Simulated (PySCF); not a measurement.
## Field gradients at the hydrogen positions

Species: C9H14.
Structure used (GFN2-xTB), in Å, numbered top down from 1:
```xyz
23
C9H14 angstrom
C     -1.4494    2.3587   -2.2939
C     -2.0481    1.7935   -0.9979
C     -0.6693    1.2095   -0.6307
C     -0.6333   -0.2286   -0.2098
C     -1.2127   -0.8343    1.0864
C     -0.5767   -2.0103    0.3312
C      0.6205   -1.0919    0.0461
C     -1.2224   -1.4512   -0.9452
C     -0.1786    1.5301   -2.0568
H     -1.9979    2.1368   -3.2070
H     -1.2697    3.4308   -2.2439
H     -2.4581    2.5204   -0.3003
H     -2.7908    1.0195   -1.1778
H     -0.1579    1.8144    0.1225
H     -0.7411   -0.5370    2.0207
H     -2.2964   -0.8386    1.1835
H     -0.5448   -3.0482    0.6455
H      1.2417   -0.8143    0.8952
H      1.2335   -1.3354   -0.8193
H     -0.7598   -1.7309   -1.8895
H     -2.3067   -1.5143   -1.0114
H     -0.1289    0.6437   -2.6852
H      0.7653    2.0665   -2.1272
```

Level: PBE0/pcSseg-1 (PySCF, non-relativistic); Q(2H) = 0.00286 b; rigid geometry, the same for H and D, with no vibrational averaging.

**Question.** Rank these positions by the coupling χzz of a deuteron there, largest first.
A. H22 (methylene hydrogen)
B. H14 (methine hydrogen)
C. H17 (methine hydrogen)

**Answer.** C (217 kHz), A (211 kHz), B (204 kHz).

**Question.** Give the electric field gradient Vzz (the principal value of largest size), its asymmetry and the 2H coupling at each hydrogen.

**Answer.** 
```
atom  bonded to  bond length (Å)  Vzz (au)     η  χzz (kHz)
 H10         C1            1.088    0.3149  0.00        212
 H11         C1            1.088    0.3139  0.01        211
 H12         C2            1.088    0.3162  0.00        212
 H13         C2            1.088    0.3142  0.01        211
 H14         C3            1.093    0.3029  0.02        204
 H15         C5            1.088    0.3149  0.05        212
 H16         C5            1.088    0.3148  0.05        212
 H17         C6            1.085    0.3224  0.00        217
 H18         C7            1.088    0.3148  0.05        212
 H19         C7            1.088    0.3147  0.05        211
 H20         C8            1.088    0.3148  0.04        212
 H21         C8            1.088    0.3148  0.04        212
 H22         C9            1.088    0.3142  0.01        211
 H23         C9            1.088    0.3159  0.00        212
```

**Question.** A static deuteron (I = 1) shows a doublet split by (3/2)χ, (3/4)χ(1 + η) and (3/4)χ(1 − η) with the field along z, y and x of the gradient. What are these for H10?

**Answer.** With |χ| = 211.6 kHz and η = 0.001: 317, 159 and 158 kHz, to first order and without motion.

The structure is a single GFN2-xTB conformer in the gas phase; no vibrational or solvent corrections. GFN2-xTB bond lengths can be off by several hundredths of an ångström, more for odd bonds, and the gradients follow them. These gradients aren't converged with respect to the basis.
